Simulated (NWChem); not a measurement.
# TeF$_{4}$; SMILES F[Te](F)(F)F

All runs: NWChem. Structure relaxed at the PBE0/def2-SVP level. No frequency run checked for a minimum. def2 effective core potentials on Te; no spin-orbit coupling. Ions are spin-unrestricted doublets at the neutral geometry; other ion states weren't tried.

Task: Predict the results for PBE0/def2-SVP. Quantities: −ε(HOMO) (eV).

Result: 
```json
{
 "−ε(HOMO) (eV)": "10.40"
}
```
